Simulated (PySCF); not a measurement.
B(F)2(OEt) (C2H5BF2O), SMILES CCOB(F)F.

Geometry optimised at PBE-D3(BJ)/def2-SVP. Other conformers were not sampled.

Computed with PBE-D3(BJ)/def2-SVP (PySCF).

No scaling factor is applied to the harmonic values.

```
mode  ν (cm⁻¹)  IR (km/mol)  moving atoms (share of kinetic energy)
----  --------  -----------  --------------------------------------
1           51          0.0                  C 34 %, F 31 %, H 27 %
2          103          0.2          F 38 %, O 27 %, C 22 %, H 13 %
3          193          2.1                  H 48 %, F 28 %, C 14 %
4          282          1.7                  H 73 %, C 14 %, F 11 %
5          384          4.0          F 32 %, C 26 %, O 21 %, H 15 %
6          459          9.0          F 48 %, O 18 %, C 16 %, H 12 %
7          524          2.3          F 41 %, O 30 %, H 12 %, C 10 %
8          657         58.1                   B 81 %, F 10 %, O 8 %
9          769          5.0          H 48 %, F 28 %, C 13 %, O 10 %
10         799          6.9          H 55 %, F 18 %, O 17 %, C 11 %
11         918          3.8          H 41 %, C 29 %, O 15 %, F 14 %
12        1072         19.9                  C 56 %, H 28 %, O 11 %
13        1098         47.0                  C 43 %, H 30 %, O 21 %
14        1144          3.2                          H 53 %, C 38 %
15        1272          5.3                                  H 90 %
16        1321         53.3                          H 76 %, C 18 %
17        1356         87.1                          H 69 %, C 26 %
18        1394        220.2                  B 51 %, H 29 %, F 15 %
19        1411         12.2                                  H 88 %
20        1425         45.5                           H 85 %, B 9 %
21        1434        123.9                          H 71 %, B 17 %
22        1498        438.4                  B 52 %, H 22 %, O 21 %
23        2977         27.7                                  H 95 %
24        2978         15.1                                  H 97 %
25        3036         12.0                          H 90 %, C 10 %
26        3073         17.3                           H 91 %, C 9 %
27        3079         15.2                          H 90 %, C 10 %
```
